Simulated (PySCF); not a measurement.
## Group charges in `CSCCS(=O)(=O)O`

Compound: C3H8O3S2.
Numbering: `[CH3:1][S:2][CH2:3][CH2:4][S:5](=[O:6])(=[O:7])[OH:8]` (hydrogens: H9, H10, H11 on C1; H12, H13 on C3; H14, H15 on C4; H16 on O8)

Cartesian coordinates in Å at the GFN2-xTB level; atoms count from 1:
```
atom  x, y, z in Å
C1     1.9309   -0.5248    0.9597
S2     1.9305    1.1914    0.3817
C3     0.7346    1.1289   -0.9921
C4    -0.6996    1.2508   -0.5340
S5    -1.2724   -0.3321    0.1152
O6    -1.2199   -0.4018    1.5446
O7    -0.7022   -1.4045   -0.6335
O8    -2.8369   -0.1929   -0.2718
H9     2.7638   -0.6077    1.6514
H10    2.0788   -1.1880    0.1132
H11    0.9969   -0.7480    1.4638
H12    1.0040    1.9630   -1.6412
H13    0.8729    0.1888   -1.5260
H14   -1.3736    1.4553   -1.3605
H15   -0.8276    1.9798    0.2602
H16   -3.3877   -0.4817    0.4579
```

Atomic charges (e) from the PBE0/pcSseg-1 density (PySCF):

```tsv
atom	Mulliken	IAO	Hirshfeld	ESP-fitted
C1	-0.4055	-0.5108	-0.1308	-0.5375
S2	-0.0616	+0.0664	-0.0159	-0.1900
C3	-0.3661	-0.3525	-0.0762	-0.1520
C4	-0.3150	-0.4615	-0.0773	-0.0663
S5	+1.1522	+2.1426	+0.5725	+1.0131
O6	-0.5255	-0.8740	-0.2973	-0.5209
O7	-0.5027	-0.8620	-0.2845	-0.4570
O8	-0.4619	-0.7348	-0.2119	-0.6203
H9	+0.1545	+0.1683	+0.0534	+0.2396
H10	+0.1533	+0.1579	+0.0423	+0.1825
H11	+0.1876	+0.1645	+0.0212	+0.2010
H12	+0.1766	+0.1732	+0.0565	+0.1372
H13	+0.1838	+0.1682	+0.0417	+0.1183
H14	+0.1807	+0.1817	+0.0595	+0.1002
H15	+0.1851	+0.1857	+0.0566	+0.0852
H16	+0.2645	+0.3871	+0.1907	+0.4670
```

Task: Cut each of the bonds C1–S2, S2–C3, C3–C4, S5–C4 and O8–S5 in turn and sum the charges on the side of the atom named first.

Result: In e; the other side holds the opposite charge:

```csv
bond cut,piece,atoms,Mulliken,IAO,Hirshfeld,ESP-fitted
C1–S2,CH3,4,+0.090,-0.020,-0.014,+0.086
S2–C3,CH3S,5,+0.028,+0.046,-0.030,-0.104
C3–C4,C2H5S,8,+0.023,+0.035,-0.008,-0.001
S5–C4,SO3H,5,-0.073,+0.059,-0.030,-0.118
O8–S5,OH,2,-0.197,-0.348,-0.021,-0.153
```

Extremes among these pieces. Mulliken: lowest OH at O8, highest CH3 at C1; IAO: lowest OH at O8, highest SO3H at S5; Hirshfeld: lowest CH3S at S2 and SO3H at S5, highest C2H5S at C3; ESP-fitted: lowest OH at O8, highest CH3 at C1.

Task: Do the schemes agree better on the pieces than on the single atoms at the cuts?

Result: The spread between schemes averages 0.161 e for the pieces and 0.609 e for the atoms named first; it is smaller for the piece at 5 of the 5 cuts. On average they agree better on the pieces. The sign differs between schemes (beyond ±0.03 e) for CH3S at S2 and SO3H at S5.

The structure is a single GFN2-xTB conformer in the gas phase; no vibrational or solvent corrections.
